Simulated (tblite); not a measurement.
C₈H₉O (doublet state).
Numbering: `[CH3:1][CH2:2][c:3]1[cH:4][cH:5][cH:6][c:7]([O:8])[cH:9]1` (hydrogens: H10, H11, H12 on C1; H13, H14 on C2; H15 on C4; H16 on C5; H17 on C6; H18 on C9)

Structure used (GFN2-xTB), in Å, numbered top down from 1:
```
atom  x, y, z in Å
C1     2.4461   -0.2409    0.2426
C2     1.6315    0.3393   -0.9153
C3     0.1616    0.1909   -0.6415
C4    -0.4976   -0.9944   -1.0009
C5    -1.8543   -1.1780   -0.7229
C6    -2.5735   -0.2078   -0.0852
C7    -1.9483    1.0382    0.3218
O8    -2.5765    1.9279    0.9098
C9    -0.5418    1.1771   -0.0013
H10    3.5100   -0.1388    0.0440
H11    2.2179   -1.2958    0.3784
H12    2.2124    0.2820    1.1670
H13    1.8907   -0.1841   -1.8375
H14    1.8798    1.3945   -1.0379
H15    0.0537   -1.7748   -1.5052
H16   -2.3326   -2.1008   -1.0198
H17   -3.6226   -0.3299    0.1375
H18   -0.0651    2.1017    0.2898
```

Computed with GFN2-xTB (tblite): harmonic, unscaled wavenumbers at the GFN2-xTB geometry, gas phase. The method is semi-empirical: single wavenumbers can be off by several per cent or more. One conformer, not necessarily the lowest. Open shells enter through the occupations alone, without spin polarisation, and single modes of such species can be off by tens of per cent.

Harmonic wavenumbers (cm⁻¹): 38.8, 119.5, 157.1, 201.4, 273.5, 313.8, 383.3, 459.7, 488.9, 507.6, 581.1, 632.1, 729.3, 735.8, 789.1, 823.8, 881.0, 920.7, 921.9, 961.2, 1026.0, 1067.8, 1080.0, 1109.7, 1171.2, 1183.8, 1221.7, 1235.4, 1282.8, 1314.0, 1367.6, 1396.8, 1409.5, 1484.7, 1496.5, 1501.5, 1518.7, 1542.6, 1574.6, 2982.1, 2995.4, 3035.5, 3040.5, 3043.1, 3069.5, 3084.8, 3090.3, 3100.6.

A = 3069, B = 1187, C = 922.0 MHz; mass 121.065 u (most abundant isotopes); point group C1, symmetry number 1; spin multiplicity 2.

What is the zero-point energy?

Half the sum of the wavenumbers: 31673 cm⁻¹ = 378.89 kJ/mol.

Give the ideal-gas entropy at 273.15 K and 1 bar in the rigid-rotor, harmonic-oscillator model (classical rotation).

Translation 166.85, rotation 120.03, vibration 83.48, spin (R ln 2) 5.76: S = 376.1 J/(mol K).

And Cp and H(273.15 K) − H(0)?

Cp = 132.19 J/(mol K), of which vibrations give 98.93 (their classical limit is 48 R = 399.1); H(273.15 K) − H(0) = 21.59 kJ/mol without the zero-point energy, 12.51 from vibrations.

What must be added to the electronic energy to get the Gibbs energy at 273.15 K and 1 bar?

ZPE + [H(273.15 K) − H(0)] − T·S = 378.89 + 21.59 − 102.74 = 297.74 kJ/mol.

How do the functions run with temperature in this model?

```
 T (K)  S (J/(mol K))  Cp (J/(mol K))  H − H(0) (kJ/mol)  G − H(0) (kJ/mol)  ln q(vib)
    50          245.9            47.2               1.97             -10.33       0.44
   100          284.0            64.7               4.76             -23.64       1.25
298.15          388.2           142.9              25.03             -90.70       5.04
373.15          423.7           174.4              36.94            -121.15       6.60
   500          481.4           220.9              62.12            -178.59       9.34
   750          584.2           285.0             126.02            -312.12      14.81
  1000          672.2           325.7             202.72            -469.44      20.07
```

q(vib) and H(0) count from the zero-point level.

Hindered rotation and anharmonicity are outside this model. Other conformers, if any are populated, would add a mixing term that is left out. The structure is chiral; the term R ln 2 for an equal mix with its mirror image is left out.
